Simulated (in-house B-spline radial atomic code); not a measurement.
Configurations of P7+, with energies counted from [He] 2s2 2p4. All numbers are computed (Dirac-Hartree-Fock, average of configuration; Fermi nucleus of rms radius 3.1889 fm) with an all-electron radial atomic-structure program (B-spline basis), not measured. Energies include first-order Breit, QED and recoil terms.

Occupations are held fixed; configurations that lie above the ionisation limit could autoionise.

```tsv
configuration	E - E(ref) (eV)	highest orbital	its <r> (bohr)
[He] 2s1 2p5	53.105	2p3/2	0.4443
[He] 2s2 2p3 3s1	184.92	3s1/2	1.28
[He] 2s2 2p3 4f1	259.78	4f7/2	2.241
[He] 2s1 2p4 3d1	260.22	3d5/2	1.221
[He] 2s2 2p3 5f1	279.4	5f7/2	3.924
[He] 2s2 2p3 6s1	286.65	6s1/2	5.91
[He] 2s1 2p4 4d1	304.94	4d5/2	2.51
[He] 2s1 2p4 4f1	306.85	4f7/2	2.241
[He] 2s1 2p4 6f1	337.13	6f7/2	5.983
```

Q: Order these further configurations by energy, lowest first.
A. [He] 2s2 2p3 4s1
B. [He] 2s2 2p3 5g1
C. [He] 2s2 2p3 5d1
D. [He] 2s1 2p4 5g1
E. [He] 2s2 2p3 3d1

A: E (213.09 eV), A (247.31 eV), C (278.4 eV), B (279.47 eV), D (326.54 eV).

Q: How far above the reference does [He] 2s1 2p4 6g1 lie?

A: 337.18 eV; its least bound orbital is 6g9/2 with <r> = 5.499 bohr.

Q: How far above the reference does [He] 2s1 2p4 5f1 lie?

A: 326.47 eV; its least bound orbital is 5f7/2 with <r> = 3.924 bohr.

Q: How far above the reference does [He] 2s1 2p4 6d1 lie?

A: 336.57 eV; its least bound orbital is 6d5/2 with <r> = 6.205 bohr.
